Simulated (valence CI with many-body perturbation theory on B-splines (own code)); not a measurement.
Cs XXXIII: what the settings do

Computed by relativistic CI+MBPT: five valence electrons over a frozen Dirac-Fock core [Ar], radial functions for each j: 6 s, 6 p, 5 d, 5 f, 1 g, with the one-electron correlation potential Σ1, the two-electron term Σ2, the three-electron term Σ3, Breit, model QED; selected CI, second order for the rest, scaled by the run's own slope (own B-spline code, finite nucleus).

The last digits are not significant, and no measured levels were compared; by estimate large intervals hold to a few tenths of a per cent, small ones and those within an open d or f shell to about a per cent. Among the levels kept, up to 570 cm⁻¹ of a level comes from second order outside the variational space, and about a tenth of that is noise between levels of different J, which matters for small intervals. Only levels of the ground parity were solved; by the run's estimate the other parity begins above the list, which can be wrong where configurations are misplaced.

The reference run has the lowest level (3d3/2^4 3d5/2) J=5/2 and an ionisation energy of 2028.89 eV. Its largest variational space holds 9924 state functions.

Levels are named by their leading jj configuration (3d3/2^4 stands for four electrons in 3d with j = 3/2), which in mixed levels can hold well under half, so a name can repeat and another be missing. Letters in brackets count levels of one name in rising energy.

| Level | Reference (cm⁻¹) | Shift (cm⁻¹) |
| --- | --- | --- |
| (3d3/2^3 3d5/2^2) J=5/2 [a] | 97124 | -185 |
| (3d3/2^3 3d5/2^2) J=7/2 [a] | 158266 | -1082 |
| (3d3/2^3 3d5/2^2) J=3/2 [a] | 163564 | -4520 |
| (3d3/2^3 3d5/2^2) J=11/2 | 167009 | +3832 |
| (3d3/2^3 3d5/2^2) J=9/2 | 185240 | +609 |
| (3d3/2^3 3d5/2^2) J=5/2 [b] | 189849 | -2447 |
| (3d3/2^3 3d5/2^2) J=1/2 | 199752 | -5430 |
| (3d3/2^3 3d5/2^2) J=7/2 [b] | 230522 | -5755 |
| (3d3/2^2 3d5/2^3) J=5/2 [a] | 246259 | -1663 |
| (3d3/2^2 3d5/2^3) J=7/2 [a] | 272246 | -1022 |
| (3d3/2^3 3d5/2^2) J=3/2 [b] | 277548 | -5709 |
| (3d3/2^2 3d5/2^3) J=11/2 | 277633 | +8341 |

The ionisation energy moves by +19.71 eV.

(1) Which of these changes was made?
A. scale of Σ2 1 → 0.8
B. correlating orbitals by l 3 3 3 3 1 → 2 4 5 0 1; scale of Σ1 1 → 0
C. scale of Σ2 1 → 3
D. lowest core n in screening and Σ2 1 → 2

## Answers

(1) C. scale of Σ2 1 → 3.
